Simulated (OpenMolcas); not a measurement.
Co2+ among 4 point charges of -1 e arranged as a square (D4h).

```yaml
Program: OpenMolcas 26.06
Method: CASSCF
Basis: ANO-RCC-VDZP [5s4p2d1f]
Scalar_Hamiltonian: DKH2, point nucleus
Active_space: 7 electrons in 5 orbitals (3d)
State_averaging: 2S+1 = 4 even, 10 roots; 2S+1 = 2 even, 40 roots
Spin-orbit_coupling: state interaction with AMFI integrals over the reference wave functions
```

All point charges move together. At R = 1.9 Å the first state of the same spin is 526.3 cm-1, and at R = 2.19 Å it is 413.2 cm-1.

Problem. A third run gives 499.8 cm-1. What distance was it run at?

Solution. With a power law R^-n the two known points give n = -ln(413.2 / 526.3) / ln(2.19 / 1.9) = 1.70. Then R = 1.9 × (526.3 / 499.8)^(1/1.70) = 1.959 Å. The run was at 1.99 Å, so the estimate is off by -0.031 Å.

Without dynamic correlation the repulsion within the d shell is too large (B by tens of per cent), so at a given field states of lower spin stand too high. Spin-orbit coupling mixes the spin-free states strongly: the lowest level takes only 68 % from its leading state, 4A2 (figures for R = 1.9; the like holds for R = 1.99, R = 2.19). The ground term spreads over less than 5000 cm-1, several times less than with real ligands, so orbital moments are less quenched and χT lies further from the spin-only value than at real sites (holds for R = 1.99; R = 2.19). This is an electrostatic model: the charges have no orbitals. No measured value stands beside these numbers.
